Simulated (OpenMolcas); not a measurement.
Worked example: vertical ionisation energy of CH5InO2 (SMILES [CH3][In]([OH])[OH])

The species is CH5InO2 (9 atoms), meant as a singlet with charge 0. As SMILES, `[CH3][In]([OH])[OH]`. The shape is that of a PBE0-D4/def2-TZVP optimisation. This is one conformer, not always the lowest.

Both states at this one shape; open shells run unrestricted unless said. 1 Eh = 27.2114 eV.

| level | program | singlet CH5InO2 (Eh) | doublet [CH5InO2]+ (Eh) | HOMO of the first (eV) |
| --- | --- | --- | --- | --- |
| HF/3-21G | OpenMolcas | -5904.225795 | -5903.918015 | -10.92 |
| HF/def2-SVP (core potential) | OpenMolcas | -379.573254 | -379.244638 | -11.33 |

Q: Work out the vertical ionisation energy at each level.

A: 
1. HF/3-21G: -5903.918015 − (-5904.225795) = 0.307780 Eh = 8.38 eV; −ε(HOMO) = 10.92 eV.
2. HF/def2-SVP (core potential): -379.244638 − (-379.573254) = 0.328616 Eh = 8.94 eV; −ε(HOMO) = 11.33 eV.

No measured value is set beside it here; the levels span 8.38 to 8.94 eV. In Hartree–Fock, −ε(HOMO) (Koopmans) exceeds the difference of totals by the orbital relaxation of the ion. Spin-orbit coupling, which splits open shells on such heavy atoms by tenths of an eV, is left out. All-electron rows are non-relativistic unless named.
